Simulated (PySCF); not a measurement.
## BHA (C15H24O2): Chemical shifts up a ladder of levels

System: BHA (C15H24O2), SMILES COc1cc(C(C)(C)C)c(O)c(C(C)(C)C)c1.

Atom-mapped SMILES (hydrogens are numbered by the atom that bears them): [CH3:1][O:2][c:3]1[cH:4][c:5]([C:6]([CH3:7])([CH3:8])[CH3:9])[c:10]([OH:11])[c:12]([C:13]([CH3:14])([CH3:15])[CH3:16])[cH:17]1

GIAO shifts in ppm, gas phase, PySCF SCF with an in-house response code; 1H, 13C and 29Si against isolated TMS and 19F against isolated CFCl3 at the same level and kind of geometry; averaged over atoms that symmetry or fast rotation interchanges.

```csv
atom,KT3/pcSseg-1 on GFN2-xTB,KT3/pcSseg-2 on PBE0-D3(BJ)
C1,55.1,55.0
C3,148.4,150.5
C4/17,102.9,106.3
C5/12,128.2,131.1
C6/13,38.3,39.0
C7/8/9/14/15/16,30.1,30.3
C10,144.3,147.5
H on 1,3.91,3.69
H on 4/17,6.52,6.64
H on 7/8/9/14/15/16,1.49,1.40
H on 11,5.02,5.00
```

Question: What are the shifts at PBE0/pcSseg-2 on PBE0-D3(BJ)?

Answer: 
```
               atom  shift / ppm
                 C1         55.2
                 C3        161.5
              C4/17        117.4
              C5/12        143.8
              C6/13         37.5
    C7/8/9/14/15/16         31.3
                C10        157.1
             H on 1         3.65
          H on 4/17         6.90
H on 7/8/9/14/15/16         1.40
            H on 11         5.13
```
